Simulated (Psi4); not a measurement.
C$_{2}$H$_{3}$O, charge +1, singlet, at a GFN2-xTB geometry, with bond 4-1 at 1.6 times its length; B3LYP/6-311G** in Psi4 1.11.

Here is a job for Psi4.
```
memory 2 GB

molecule {
1 1
  C    -0.01166182   -0.08945283   -1.26513497
  C    -0.00757544   -0.00008331   -0.00740794
  H     0.04865840    0.76815996   -1.92812251
  H    -0.08426422   -1.59956011   -2.12056068
  O     0.10024135    0.07934483    1.19620992
  H    -0.67812734    0.16756814    1.79347667
}

set basis 6-311g**
set dft_nuclear_scheme becke

energy('b3lyp')
print_variables()
```

What the program printed (banner, timings and long lists left out):

```
   => Loading Basis Set <=

    Name: 6-311G**
    Role: ORBITAL
    Keyword: BASIS

         ---------------------------------------------------------
                                   SCF
               by Justin Turney, Rob Parrish, Andy Simmonett
                          and Daniel G. A. Smith
                              RKS Reference
         ---------------------------------------------------------

  ==> Geometry <==

    Molecular point group: c1
    Full point group: C1

    Geometry (in Angstrom), charge = 1, multiplicity = 1:

       Center              X                  Y                   Z               Mass
    ------------   -----------------  -----------------  -----------------  -----------------
         C           -0.026845711678    -0.078426233732    -1.302093746102    12.000000000000
         C           -0.022759331678     0.010943286268    -0.044366716102    12.000000000000
         H            0.033474508322     0.779186556268    -1.965081286102     1.007825032230
         H           -0.099448111678    -1.588533513732    -2.157519456102     1.007825032230
         O            0.085057458322     0.090371426268     1.159251143898    15.994914619570
         H           -0.693311231678     0.178594736268     1.756517893898     1.007825032230

  Running in c1 symmetry.

  Rotational constants: A =      4.83761  B =      0.30821  C =      0.29589 [cm^-1]
  Rotational constants: A = 145027.98212  B =   9239.95712  C =   8870.67629 [MHz]
  Nuclear repulsion =   63.748842486948867

  Charge       = 1
  Multiplicity = 1
  Electrons    = 22
  Nalpha       = 11
  Nbeta        = 11

  ==> Algorithm <==

  SCF Algorithm Type is DF.
  DIIS enabled.
  MOM disabled.
  Fractional occupation disabled.
  Guess Type is SAD.
  Energy threshold   = 1.00e-06
  Density threshold  = 1.00e-06
  Integral threshold = 1.00e-12

  ==> Primary Basis <==

  Basis Set: 6-311G**
    Blend: 6-311G**
    Number of shells: 36
    Number of basis functions: 72
    Number of Cartesian functions: 75
    Spherical Harmonics?: true
    Max angular momentum: 2

  ==> DFT Potential <==

   => LibXC <=

    Version 7.1.2
    S. Lehtola, C. Steigemann, M. J. T. Oliveira, and M. A. L. Marques,  SoftwareX 7, 1–5 (2018) (10.1016/j.softx.2017.11.002)

   => Composite Functional: B3LYP <=

    B3LYP Hyb-GGA Exchange-Correlation Functional

    P. J. Stephens, F. J. Devlin, C. F. Chabalowski, and M. J. Frisch,  J. Phys. Chem. 98, 11623 (1994) (10.1021/j100096a001)

[...]
   @DF-RKS iter   4:  -152.80964767308768   -3.47496e-03   9.92089e-04 DIIS/ADIIS
   @DF-RKS iter   5:  -152.81161304934386   -1.96538e-03   2.43990e-04 DIIS/ADIIS
   @DF-RKS iter   6:  -152.81179865012126   -1.85601e-04   3.02588e-05 DIIS
   @DF-RKS iter   7:  -152.81180132475868   -2.67464e-06   6.32033e-06 DIIS
   @DF-RKS iter   8:  -152.81180138101956   -5.62609e-08   5.12759e-06 DIIS
   @DF-RKS iter   9:  -152.81180144565900   -6.46394e-08   6.14674e-07 DIIS
  Energy and wave function converged.

  ==> Post-Iterations <==

   Electrons on quadrature grid:
      Ntotal   =   21.9999928040 ; deviation = -7.196e-06

    Orbital Energies [Eh]
    ---------------------

    Doubly Occupied:

[...]
    Virtual:

[...]
      72A     49.641837

    Final Occupation by Irrep:
              A
    DOCC [    11 ]
    NA   [    11 ]
    NB   [    11 ]

  @DF-RKS Final Energy:  -152.81180144565900

   => Energetics <=

    Nuclear Repulsion Energy =             63.7488424869488668
    One-Electron Energy =                -326.7465874472568430
    Two-Electron Energy =                 126.4433463742262234
    DFT Exchange-Correlation Energy =     -16.2574028595772724
    Empirical Dispersion Energy =           0.0000000000000000
    VV10 Nonlocal Energy =                  0.0000000000000000
    Total Energy =                       -152.8118014456590004

Computation Completed

Properties will be evaluated at   0.000000,   0.000000,   0.000000 [a0]

Properties computed using the SCF density matrix

 Multipole Moments:

 ------------------------------------------------------------------------------------
     Multipole            Electronic (a.u.)      Nuclear  (a.u.)        Total (a.u.)
 ------------------------------------------------------------------------------------

 L = 1.  Multiply by 2.5417464519 to convert [e a0] to [Debye]
 Dipole X            :          0.0250417           -0.7113977           -0.6863559
 Dipole Y            :          0.2451823           -0.5908767           -0.3456944
 Dipole Z            :          1.7861441           -2.2125603           -0.4264162
 Magnitude           :                                                    0.8788742

 ------------------------------------------------------------------------------------

  Variable Map:
  ----------------------------------------------------------------------------
[...]
  Array Variable Map:
  ----------------------------------------------------------------------------
[...]
[...]
```
